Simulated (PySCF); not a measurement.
**Which functional comes closest?**

Molecule: `c1cc(F)ccc1F`, C6H4F2.

Cartesian coordinates in Å; atom numbers follow the order of the lines, from 1:
```xyz
12

F    -2.705   -0.332   -0.252
C    -1.389   -0.173   -0.123
C    -0.571   -1.295   -0.054
C     0.805   -1.127    0.079
C     1.330    0.159    0.139
F     2.646    0.319    0.268
C     0.513    1.281    0.070
C    -0.864    1.113   -0.063
H    -1.021   -2.288   -0.104
H     1.478   -1.984    0.136
H     0.962    2.274    0.120
H    -1.537    1.970   -0.120
```

Geometry PBE0-D3(BJ)/def2-SVP throughout; GIAO in PySCF 2.14, gas phase, one conformer, non-relativistic; equivalent atoms averaged; basis pcSseg-1.

Reference values (measured; G. Saielli, R. Bini, A. Bagno, Computational 19F NMR. 2. Organic compounds, RSC Adv. 2014, ESI (exp. from Berger-Braun-Kalinowski 1994 and Everett 1995)): δ(F1/F6) = -120.1 ppm vs CFCl3. Computed shifts are taken against CFCl3, calculated as an isolated molecule at each level.

Q: How do the functionals HF, BP86, OPBE, PBE0, WP04, CAM-B3LYP, wB97X-D, LC-wPBE perform against the reference? Times are CPU seconds on shared hosts with different chips, so compare them loosely.

A: 
```
functional                    kind   F1/F6  abs. error F  core-s
        HF            Hartree–Fock  -102.3          17.8       7
      BP86                     GGA  -130.2          10.1      25
      OPBE                     GGA  -119.7           0.4      16
      PBE0           global hybrid  -118.5           1.6      12
      WP04           global hybrid  -119.6           0.5      18
 CAM-B3LYP  range-separated hybrid  -114.6           5.5      22
   wB97X-D  range-separated hybrid  -116.5           3.6      21
   LC-wPBE  range-separated hybrid  -102.9          17.2      19
```

For ¹⁹F the closest is OPBE (0.4 ppm, with WP04 practically level) and the furthest HF (17.8 ppm). One molecule is a small sample, and vibrational and solvent effects are absent from the calculation.
